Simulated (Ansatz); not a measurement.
Input:

```yaml
crystal:
  periodic: [false, false, false]
  atoms:
    - { symbol: C, position_ang: [0.2702, -2.5243, 0.1588] }
    - { symbol: Si, position_ang: [0.8515, -0.8064, -0.2922] }
    - { symbol: O, position_ang: [0.93066, -0.51024, -1.9423] }
    - { symbol: C, position_ang: [1.30711, 0.85744, -2.2919] }
    - { symbol: S, position_ang: [1.3664, 0.93433, -4.14256] }
    - { symbol: S, position_ang: [2.70297, -0.5135, -4.69111] }
    - { symbol: H, position_ang: [0.8892, -3.2625, -0.2618] }
    - { symbol: H, position_ang: [0.2227, -2.6, 1.2254] }
    - { symbol: H, position_ang: [-0.7847, -2.6182, -0.2011] }
    - { symbol: H, position_ang: [2.17718, -0.54856, 0.25919] }
    - { symbol: H, position_ang: [-0.08561, 0.17387, 0.31197] }
    - { symbol: H, position_ang: [0.60818, 1.57977, -1.96856] }
    - { symbol: H, position_ang: [2.36898, 1.02477, -2.00354] }
    - { symbol: H, position_ang: [1.86864, -1.59196, -4.70009] }
basis:
  gaussian: { orbitals: cc-pVDZ }
hamiltonian:
  xc: pbe
  dispersion: d4
relax:
  f_tol: 0.015
  max_steps: 40
```

Run as:

```bash
$ ansatz run input.yaml --threads 2 --pin off --max-ram 3072MiB --backend cpu --events-out ev --progress --plain --runs-dir out
```

Hardware: 2 threads of Intel(R) Xeon(R) 6975P-C (Granite Rapids), with other jobs on the host.

Q: Roughly how long does this run take, and how much memory?

A: 87 s, with a peak of 0.26 GiB, for 35 ionic steps.
